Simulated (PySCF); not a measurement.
Work out the structure from these simulated measurements.

Formula: C7H10NPSi.

* UV, first state: lowest singlet excitation: 4.02 eV (309 nm, f = 0.003) [TDDFT CAM-B3LYP/def2-SVPD]
* 1H NMR: chemical shifts (computed TMS as zero) by class: 10.41 (1 H), 9.00 (1 H), 4.64 (3 H), 1.88 (1 H), 1.58 (2 H), 1.21 (2 H) ppm [GIAO PBE0/pcSseg-1]
* Rotational structure: rotational constants A, B, C: 1.141, 1.019, 0.566 GHz [PBE0-D3(BJ)/def2-SVP]
* Triplet: lowest triplet excitation (Tamm–Dancoff): 3.08 eV [TDA CAM-B3LYP/def2-SVPD]
* 13C NMR: chemical shifts (computed TMS as zero) by class: 209.5 (1 C), 193.5 (1 C), 159.0 (1 C), 128.8 (1 C), 26.7 (1 C), 23.5 (2 C) ppm [GIAO PBE0/pcSseg-1]
* NMR, other nuclei: isotropic shieldings of nuclei other than C and H, by class: -104 (1 N), 418 (1 Si), 127 (1 P) ppm [GIAO PBE0/pcSseg-1]
* Valence photoelectron: vertical ionisation energy: 8.94 eV [ΔSCF CAM-B3LYP/def2-SVPD]

Gas-phase values; electronic properties from PySCF, density fitting. Levels stand in brackets. Isolated species at its PBE0-D3(BJ)/def2-SVP geometry (one conformer only). Each NMR value is the plain mean over a class of atoms that symmetry, rotation or inversion makes alike.

**Question.** Propose a structure and show how it fits.

**Answer.** Numbering: `[SiH3:1][c:2]1[cH:3][n:4][cH:5][p:6][c:7]1[CH:8]1[CH2:9][CH2:10]1`. 7 carbons fall into 6 classes; from least to most shielded: substituted aromatic carbon [C7] (209.5 ppm), aromatic CH next to a ring nitrogen [C5] (193.5 ppm), aromatic CH next to a ring nitrogen [C3] (159.0 ppm), substituted aromatic carbon [C2] (128.8 ppm), benzylic-type carbon [C8] (26.7 ppm), three-membered-ring carbon [C9/C10] (23.5 ppm, 2 C, up to 3.2 ppm apart in this geometry). Hydrogen classes from least to most shielded: 1 H on an aromatic CH next to a ring nitrogen, C5 (10.41 ppm), 1 H on an aromatic CH next to a ring nitrogen, C3 (9.00 ppm), 3 H on an SiH3 silicon, Si1 (4.64 ppm), 1 H on a benzylic-type carbon, C8 (1.88 ppm), 2 H on 2 three-membered-ring carbons, C9/C10 (1.58 ppm), 2 H on 2 three-membered-ring carbons, C9/C10 (1.21 ppm). The other shieldings belong to: -104 ppm, pyridine-type nitrogen [N4]; 418 ppm, SiH3 silicon [Si1]; 127 ppm, phosphorus bonded to 2 C [P6]. S1 is mainly HOMO−1→LUMO (weight 0.91); the largest Löwdin shares of the orbital it empties are 0.46 on the pyridine-type nitrogen, 0.20 on the phosphorus bonded to 2 C, 0.11 on an aromatic CH next to a ring nitrogen and 0.07 on an aromatic CH next to a ring nitrogen, of the orbital it fills 0.29 on the phosphorus bonded to 2 C, 0.18 on a substituted aromatic carbon, 0.17 on an aromatic CH next to a ring nitrogen and 0.09 on an aromatic CH next to a ring nitrogen. The first electron is taken from the HOMO, whose largest Löwdin shares are 0.33 on the phosphorus bonded to 2 C, 0.15 on an aromatic CH next to a ring nitrogen, 0.14 on a substituted aromatic carbon and 0.11 on an aromatic CH next to a ring nitrogen. By its constants the optimised geometry is an asymmetric top. Structure: `[SiH3]c1cncpc1C1CC1`. Computed isomers that give other values at the same levels: `[SiH3]N=P12C=CC(C=C1)C=C2` (rotational constant A: 2.382 GHz; this holds for the one conformer computed). The assignments are read from this structure; whether some other isomer fits the data as well wasn't checked.

Shape of the structure used: `[SiH3:1][c:2]1[cH:3][n:4][cH:5][p:6][c:7]1[CH:8]1[CH2:9][CH2:10]1`: P6–C7–C8–C9 -40°.
